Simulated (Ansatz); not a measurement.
`C#CO` + `[SiH3][SeH]` → `C#C[Se][SiH3]` + H₂O at 500 K and 1 bar (substitution at a C–O bond).

Computed with Ansatz on PBE0-D4/def2-TZVP structures; ΔE is electronic, products minus reactants. CCSD(T)/CBS adds triple-zeta CCSD(T) − MP2 to the extrapolated MP2 energy (def2 sets, frozen cores). This one scheme is used for every species. For Se outer-core shells are correlated without core-valence functions, which leaves a few kJ/mol of doubt a bond. Scalar relativity is left out up to krypton. One conformer a species, not always the lowest.

```csv
species,CCSD(T)/CBS energy (Eh),H − E (kJ/mol),S (J/(mol·K))
`C#CO`,-152.38380,108.9,279.1
`[SiH3][SeH]`,-2692.20088,115.2,325.5
`C#C[Se][SiH3]`,-2768.23066,157.8,392.1
H₂O,-76.37941,73.2,206.3
```

H − E and S are ideal-gas, rigid-rotor, harmonic terms from PBE0-D4/def2-TZVP, for one conformer and one mirror image of each species. 1 Eh = 2625.50 kJ/mol, R = 8.31446 J/(mol·K).

Question: By hand: ΔE, ΔH, ΔS and ΔG.

Answer: ΔE = (-2768.23066) + (-76.37941) − (-152.38380) − (-2692.20088) = -0.02539 Eh = -66.7 kJ/mol. Δ(H − E) = 157.8 + 73.2 − 108.9 − 115.2 = 6.9, so ΔH = -59.8 kJ/mol. ΔS = 392.1 + 206.3 − 279.1 − 325.5 = -6.2 J/(mol·K). ΔG = -59.8 − 500 × (-6.2)/1000 = -56.7 kJ/mol.

Question: By hand: the equilibrium constant, and the temperature at which ΔG would vanish if ΔH and ΔS stayed fixed.

Answer: log₁₀ K = −ΔG/(RT ln 10) = 5.9. ΔG = 0 at ΔH/ΔS = 9645 K, far beyond where these terms or the molecules hold.

The number of gas molecules stays the same, so ΔS is small and ΔH decides. A doubt of 5 kJ/mol in ΔE shifts log₁₀ K by 0.5 here. Other conformers and mirror images would add mixing entropy, several J/(mol·K) or more a flexible species. These are equilibria of isolated gas molecules and say nothing of rates. Largest T1 diagnostic: 0.013 (customary marks: 0.02 for closed shells, 0.045 for open ones).
